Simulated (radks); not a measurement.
Problem. The mean radii <r> (bohr) of the occupied orbitals of an atom or ion are listed with their occupations. Method: non-relativistic Kohn-Sham, RPBE, spin-polarised, spherical densities, point nucleus; computed with a radial shooting solver on a logarithmic mesh with Libxc functionals.

orbital  occ.      <r>
1s down     1  0.05914
1s up       1  0.05914
2s up       1   0.2703
2s down     1   0.2696
2p up       3   0.2370
2p down     3   0.2364
3s up       1   0.8123
3s down     1   0.8164
3p up       3   0.8486
3p down     3   0.8561
3d up       5    1.005
4s up       1    2.553
4s down     1    2.690

Name the element and its charge. Open shells, if any, are filled with parallel spins first.

Solution. Z = 26, iron, charge +1: Fe+ in [Ar] 3d5 4s2. The 1s radius gives Z: for a bare nucleus <r> = 1.5/Z, 0.05769 bohr for Z = 26, and screening makes it slightly larger (0.05914 here). The occupations add up to 25, and the charge is Z minus that.
